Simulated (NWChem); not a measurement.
**Correlation energy of HAs**

SMILES: [AsH]
```xyz
2

As     0.0000     0.0000     0.0451
H      0.0000     0.0000    -1.4893
```
Charge 0, spin multiplicity 3.

The numbers come from NWChem runs, not from measurements. The geometry was optimised at UPBE0/def2-SVP, a minimum by its harmonic frequencies.

Basis set: 3-21G. Each correlation energy counts from its own Hartree-Fock reference.

The Hamiltonian is non-relativistic. The correlated methods keep 9 core orbitals frozen. This spin state was chosen for the runs; another may lie lower. The structure started from a generated list of species. The unpaired electrons of the parent sit in orbitals of symmetry b1 and b2 (C2v labels of the run); other states weren't searched. No SCF solution was tested for a lower state. Open-shell Hartree-Fock references start from PBE0 orbitals. No row is a measurement; the coupled-cluster row has its own basis-set and correlation limits.

One of these methods gave a correlation energy of -40.4 mHa. Which?
A) SCS-UMP2
B) UMP2
C) CCSD(T) on UHF
D) CCSD[T] on ROHF

C, CCSD(T) on UHF. The others give -43.1 (CCSD[T] on ROHF), -31.8 (SCS-UMP2), -29.0 (UMP2).
